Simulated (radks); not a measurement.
All-electron atom: Nd in [Xe] 4f4 6s1 5d1 (not the ground configuration). Method: scalar-relativistic Kohn-Sham, LDA (Slater exchange, Perdew-Wang correlation), spin-polarised, spherical densities, finite nucleus; open shells are filled with parallel spins first (spin-orbit coupling, left out, can overturn this in heavy ions); Fermi nuclear charge, rms radius 4.9123 fm; computed with a radial shooting solver on a logarithmic mesh with Libxc functionals.

Unscreened Slater integrals over Kohn-Sham orbitals (hartree). They are taken over the spin-up orbitals.

\begin{tabular}{lr}
integral & value \\ \hline
F0(4f,4f) & 0.85597 \\
F2(4f,4f) & 0.38654 \\
F4(4f,4f) & 0.23895 \\
F6(4f,4f) & 0.17095 \\
F0(4f,5d) & 0.35279 \\
F2(4f,5d) & 0.082434 \\
F4(4f,5d) & 0.040733 \\
G1(4f,5d) & 0.052721 \\
G3(4f,5d) & 0.036343 \\
G5(4f,5d) & 0.026279 \\
F0(4f,6s) & 0.26292 \\
G3(4f,6s) & 0.012049 \\
F0(4f,5p) & 0.60126 \\
F2(4f,5p) & 0.22233 \\
G2(4f,5p) & 0.13507 \\
G4(4f,5p) & 0.099868 \\
F0(5d,5d) & 0.26280 \\
F2(5d,5d) & 0.12535 \\
F4(5d,5d) & 0.079330 \\
F0(5d,6s) & 0.22266 \\
G2(5d,6s) & 0.083403 \\
F0(5d,5p) & 0.33576 \\
F2(5d,5p) & 0.13629 \\
G1(5d,5p) & 0.14622 \\
G3(5d,5p) & 0.088415 \\
F0(6s,6s) & 0.20300 \\
F0(6s,5p) & 0.25498 \\
G1(6s,5p) & 0.017936 \\
F0(5p,5p) & 0.51955 \\
F2(5p,5p) & 0.27776 \\
\end{tabular}

Derived for the open shells (J is the average intra-shell exchange parameter used in DFT+U). 4f: F4/F2 = 0.618, F6/F2 = 0.442, J = (286 F2 + 195 F4 + 250 F6)/6435 = 0.03106 hartree. 5d: Racah B = F2/49 - 5 F4/441 = 0.001659 hartree, C = 35 F4/441 = 0.006296 hartree, C/B = 3.80, F4/F2 = 0.633, J = (F2 + F4)/14 = 0.01462 hartree.
